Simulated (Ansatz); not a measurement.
One change: `CC(C)(C)[N]([GeH3])[Si](C)(C)C` becomes `CC(C)(C)[N]([GeH3])C(C)(C)C`.

Ansatz, PBE0-D4/def2-TZVP geometries, multiplicity 1. Each molecule was computed in one conformer, which needn't be the lowest.

Scalar relativity is left out up to krypton.

```json
{"property": "HOMO–LUMO gap (PBE0/def2-TZVPP) / eV", "`CC(C)(C)[N]([GeH3])[Si](C)(C)C`": "7.07"}
{"property": "LUMO energy (ωB97M-V/def2-TZVPP) / eV", "`CC(C)(C)[N]([GeH3])[Si](C)(C)C`": "2.09"}
{"property": "LUMO energy (PBE/def2-TZVPP) / eV", "`CC(C)(C)[N]([GeH3])[Si](C)(C)C`": "-0.13"}
{"property": "HOMO–LUMO gap (ωB97M-V/def2-TZVPP) / eV", "`CC(C)(C)[N]([GeH3])[Si](C)(C)C`": "10.80"}
{"property": "size of the dipole moment (PBE/def2-TZVPP) / D", "`CC(C)(C)[N]([GeH3])[Si](C)(C)C`": "0.75"}
{"property": "HOMO–LUMO gap (PBE/def2-TZVPP) / eV", "`CC(C)(C)[N]([GeH3])[Si](C)(C)C`": "5.00"}
```

(1) What does the change do to each property? (Best estimate.)

Answers

(1) The calculation gave: 
```
                                      property  `CC(C)(C)[N]([GeH3])C(C)(C)C`  shift
          HOMO–LUMO gap (PBE0/def2-TZVPP) / eV                           6.82  -0.25
         LUMO energy (ωB97M-V/def2-TZVPP) / eV                           2.28   0.19
             LUMO energy (PBE/def2-TZVPP) / eV                           0.00   0.13
       HOMO–LUMO gap (ωB97M-V/def2-TZVPP) / eV                          10.59  -0.21
size of the dipole moment (PBE/def2-TZVPP) / D                           0.87   0.12
           HOMO–LUMO gap (PBE/def2-TZVPP) / eV                           4.71  -0.29
```

With PBE0 the HOMO rises by 0.41 eV and the LUMO rises by 0.17 eV, so the gap narrows by about 0.24 eV. PBE moves the HOMO by 0.42 eV and ωB97M-V by 0.38 eV. Dipoles are sizes alone; their direction can turn.
